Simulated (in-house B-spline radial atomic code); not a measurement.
A fraction x of an electron is removed from 4p in As+, starting from [Ar] 3d10 4s2 4p2 and keeping the highest spin. All numbers are computed (non-relativistic r2SCAN0, spin-polarised, spherical fractional occupations; point nucleus) with a radial B-spline atomic code at the basis-set limit, not measured.

Caution: exact exchange at fractional occupations of open shells leaves self-interaction of up to several eV.

```tsv
x	E(x) - E(0) (eV)	4p up level (eV)
0	0.0000	-14.843
0.06	0.9047	-15.314
0.23	3.6226	-16.664
0.37	6.0342	-17.789
0.49	8.2273	-18.763
0.5	8.4153	-18.844
0.53	8.9843	-19.089
0.66	11.5350	-20.154
0.87	15.9495	-21.892
0.93	17.2780	-22.392
1	18.8659	-22.977
```

The exact functional would give a straight line between the two integer points. Deviations E(x) - E(0) - x[E(1) - E(0)], in eV: -0.227 at x = 0.06, -0.717 at x = 0.23, -0.946 at x = 0.37, -1.017 at x = 0.49, -1.018 at x = 0.5, -1.015 at x = 0.53, -0.916 at x = 0.66, -0.464 at x = 0.87, -0.267 at x = 0.93.

The curve lies below the straight line by up to 1.018 eV (at x = 0.5): convex, the delocalisation error, to which spherically averaged exact exchange adds.

(1) How well does Slater's transition state (minus the level at half occupation) give the ionisation energy?

Answers

(1) It gives 18.844 eV against 18.866 eV from the two total energies; NIST lists 18.59 eV, ground level to ground level. The end point has an open shell averaged over its orbitals, so its exact exchange keeps a self-interaction and this is no true integer point.
